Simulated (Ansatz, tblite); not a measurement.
Forces on the cluster Al₅O₉H₃ at its r2SCAN-D4/def2-SVP geometry. Total charge 0; singlet.

The xTB rows come from tblite. The structure holds 2 bonds between oxygen atoms, so isomers without such links may lie far lower. The restricted singlet is unstable towards broken spin symmetry in Hartree–Fock (as tested in another run); at PBE-D4/def2-TZVP this wasn't settled. Another isomer (singlet) lies 7.61 eV lower at PBE0-D4/def2-TZVP; other spin states weren't run for this one.

GFN1-xTB (tblite), largest force 2.74 eV/Å:

```xyz
17
positions Å, forces eV/Å
Al   -1.601   -1.327   -0.930   -0.297    0.445    0.518
Al    0.784   -0.542   -1.691   -0.269    0.491    0.657
Al    0.054    1.741   -0.220   -0.430   -0.604   -0.731
Al    1.020    1.214    2.691    0.150    0.236    0.437
Al    0.547   -1.100    0.878   -0.517    0.380   -0.653
O     1.738   -1.154   -0.399    0.787   -0.541   -0.063
O    -0.671    2.702   -1.529    0.184   -0.242   -0.336
O     0.843   -0.475    2.439    0.118   -0.082    0.326
O    -0.011    1.959   -2.555    1.381   -0.630    2.285
O    -0.800   -2.304    0.500   -0.163   -1.001    0.180
O    -0.597    0.058   -0.128   -0.581    0.727    0.119
O     1.109    1.264   -1.790   -1.157    0.798   -1.554
O    -0.546   -1.401   -2.331   -0.061   -0.335   -0.719
O     0.677    2.168    1.298    0.151    0.467    0.258
H     1.441    1.847    4.061   -0.242   -0.361   -0.797
H    -0.820   -3.259    0.635    0.042    0.238    0.082
H    -3.168   -1.392   -0.930    0.903    0.016   -0.009
```

GFN2-xTB (tblite), largest force 2.72 eV/Å:

```
Al -0.304 -0.217 -0.066
Al 0.380 -0.107 -0.012
Al -0.289 -0.072 -0.162
Al 0.108 0.049 0.277
Al 0.085 0.221 0.144
O -0.664 0.166 -0.149
O 0.574 -0.856 -0.587
O -0.145 0.387 -0.765
O 0.850 -0.161 2.574
O 0.187 -0.288 -0.188
O -0.517 0.767 0.351
O -1.120 0.195 -1.136
O 0.220 0.385 0.547
O -0.100 -0.573 -0.192
H -0.254 -0.377 -0.885
H -0.068 0.308 0.129
H 1.058 0.175 0.122
```

PBE-D4/def2-TZVP (Ansatz), largest force 0.43 eV/Å:

```
Al 0.314 0.115 -0.070
Al -0.102 -0.004 0.190
Al 0.005 -0.219 -0.118
Al -0.067 -0.122 -0.280
Al -0.032 0.128 -0.162
O 0.236 -0.086 0.006
O -0.210 0.293 0.226
O 0.046 -0.052 0.128
O -0.059 -0.050 -0.268
O -0.087 0.028 0.130
O -0.308 0.077 0.181
O 0.379 -0.084 0.021
O -0.096 -0.085 -0.158
O 0.023 0.153 0.090
H 0.025 0.044 0.091
H 0.022 -0.115 -0.013
H -0.089 -0.021 0.007
```
